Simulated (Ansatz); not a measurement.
Mulliken charges of C₂H₅ClGeSi (`Cl[SiH2]C#[C][GeH3]`) from B3LYP/def2-TZVPP in Ansatz (PBE0-D4/def2-TZVP geometry).

| atom | x (Å) | y (Å) | z (Å) | charge (e) |
| --- | --- | --- | --- | --- |
| Cl1 | -3.481 | 0.559 | -0.865 | -0.244 |
| Si2 | -1.611 | 1.300 | -1.262 | 0.505 |
| C3 | -0.372 | 0.351 | -0.337 | -0.341 |
| C4 | 0.461 | -0.281 | 0.279 | 0.000 |
| Ge5 | 1.760 | -1.279 | 1.251 | 0.155 |
| H6 | -1.576 | 2.717 | -0.840 | -0.057 |
| H7 | -1.361 | 1.172 | -2.714 | -0.057 |
| H8 | 2.496 | -2.197 | 0.270 | 0.012 |
| H9 | 2.735 | -0.293 | 1.902 | 0.012 |
| H10 | 1.030 | -2.101 | 2.318 | 0.015 |

Task: By hand: the dipole of these point charges (1 e Å = 4.8032 D).

Result: Σ q r = (0.681, -0.081, 0.146) e Å, of length 0.701 e Å = 3.37 D.

Task: How does the dipole of the full density compare? (Best estimate.)

Result: Ansatz gave: (0.368, -0.032, 0.069) e Å, 1.80 D; the point charges give 1.87 times that, at 2° from its direction.

Point charges leave out the atoms' own dipoles, such as those of lone pairs, and Mulliken's split depends on the basis, so the two needn't agree.

B3LYP here is the variant with VWN-RPA as its local correlation; programs differ in this.
